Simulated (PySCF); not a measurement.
## Radial density of V (vanadium, neutral)

UHF, [Ar] 3d3 4s2, high-spin 4F determinant. All numbers are calculated (PySCF 2.14, scalar relativity by spin-free X2C-1e, in x2c-TZVPall (6s5p4d1f, 48 functions)).

| r (bohr) | 4πr²ρ (e/bohr) | 4πr²(ρα − ρβ) |
| --- | --- | --- |
| 0.00125 | 0.2032 | 0.0000 |
| 0.00210 | 0.5189 | 0.0000 |
| 0.00354 | 1.307 | 0.0001 |
| 0.00595 | 3.161 | 0.0002 |
| 0.0100 | 7.126 | 0.0003 |
| 0.0168 | 14.23 | 0.0007 |
| 0.0283 | 23.25 | 0.0009 |
| 0.0477 | 27.46 | 0.0006 |
| 0.0802 | 22.33 | 0.0005 |
| 0.135 | 22.95 | 0.0168 |
| 0.227 | 29.67 | 0.1402 |
| 0.381 | 14.72 | 0.6900 |
| 0.642 | 10.16 | 1.7961 |
| 1.08 | 9.530 | 2.0414 |
| 1.82 | 2.273 | 0.9571 |
| 3.05 | 0.8027 | 0.1643 |
| 5.14 | 0.2327 | -0.0236 |
| 8.64 | 0.01009 | -0.0032 |

Densities and radii are taken from the X2C orbitals without a picture-change correction, which distorts them close to the nucleus.

(1) Where is the radial spin density 4πr²(ρα − ρβ) most negative, and why is it negative at all?

Answers

(1) Around r = 5.14 bohr, down to -0.0236 e/bohr: exchange with the open shell polarises the paired shells in an unrestricted calculation.
